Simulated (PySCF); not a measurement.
CH₇BIN.
SMILES with atom numbers: `[CH3:1][B@H-:2]([NH3+:3])[I:4]` (hydrogens: H5, H6, H7 on C1; H8 on B2; H9, H10, H11 on N3)

Computed with PBE0-D3(BJ)/def2-SVP geometry optimisation, gas phase, def2 core potentials past Kr in PySCF.

Question: What internal coordinates does the optimisation give?

Answer: 
| bond | length (Å) | order |
| --- | --- | --- |
| C1–B2 | 1.593 | single |
| B2–N3 | 1.620 | single |
| B2–I4 | 2.277 | single |
| C1–H5, C1–H6, C1–H7 | 1.104 | single |
| B2–H8 | 1.216 | single |
| N3–H9, N3–H10, N3–H11 | 1.023 | single |

Bonds in one row agree within 0.01 Å and their mean is given. Orders are formal, as drawn. A selection of angles:
| angle | degrees |
| --- | --- |
| B2–C1–H5 | 113.6 |
| B2–C1–H6 | 111.5 |
| B2–C1–H7 | 110.2 |
| H5–C1–H6 | 107.9 |
| H6–C1–H7 | 106.4 |
| C1–B2–N3 | 109.6 |
| C1–B2–I4 | 112.8 |
| C1–B2–H8 | 117.2 |
| N3–B2–I4 | 101.7 |
| N3–B2–H8 | 106.3 |
| I4–B2–H8 | 107.9 |
| B2–N3–H9 | 110.4 |
| B2–N3–H10 | 111.1 |
| H9–N3–H10 | 108.6 |
| H9–N3–H11 | 107.4 |

B2 (four-coordinate boron) is distorted tetrahedral (angles from 101.7° to 117.2°). N3 (nitrogen bonded to B and 3 H) is tetrahedral (angles from 107.4° to 111.1°).

Point group: C1 (no symmetry element, even within 0.4 Å). PBE0-D3(BJ)/def2-SVP frequencies: not computed here.
